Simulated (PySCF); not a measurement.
A structure optimised at PBE-D3(BJ)/def2-SVP, used in a PySCF frequency run:

```
Ta
F 1 1.8884
F 1 1.8884 2 123.99
F 1 1.9012 2 91.76 3 93.31
F 1 1.9012 2 91.76 4 173.38
N 1 1.9655 2 118.00 4 86.69
H 6 1.0246 1 123.74 2 -90.00
H 6 1.0246 7 112.52 4 180.00
```
Charge 0, spin multiplicity 1.

**Question.** Write its SMILES, formula and point group.

**Answer.** [NH2][Ta]([F])([F])([F])[F], F4H2NTa, C2v

**Question.** What are its rotational constants (standard atomic weights)?

**Answer.** 2.4884, 2.1443, 2.0725 GHz
